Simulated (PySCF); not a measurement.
# Zn (zinc, neutral) across methods

[Ar] 3d10 4s2, closed-shell 1S. All numbers are calculated (PySCF 2.14, scalar relativity through the core potential, in aug-cc-pVQZ-PP with ECP10MDF (7s7p6d4f3g2h, 135 functions)).

```tsv
method	E (hartree)	mean ε 3p (eV)	mean ε 3d (eV)	mean ε 4s (eV)	Σ⟨r²⟩ (bohr²)	⟨S²⟩
r2SCAN	-227.0031	-86.766	-10.469	-6.245	32.34	0.000
PBE0	-227.0624	-89.355	-13.020	-6.686	32.66	0.000
UHF	-225.96400	-107.10	-20.751	-8.125	33.93	0.000
PBE	-227.1251	-83.253	-10.259	-5.956	32.61	0.000
TPSSh	-227.0318	-86.186	-11.343	-6.207	32.58	0.000
BHandHLYP	-226.9455	-95.458	-15.744	-7.401	32.83	0.000
MN15	-227.5283	-83.464	-15.103	-7.375	33.30	0.000
```

(1) Estimate the same row for LDA.

Energies and moments cover only the electrons outside the core potential.

Results:

(1) E (hartree) = -226.7397; mean ε 3p (eV) = -83.241; mean ε 3d (eV) = -10.491; mean ε 4s (eV) = -6.222; Σ⟨r²⟩ (bohr²) = 32.31; ⟨S²⟩ = 0.000.
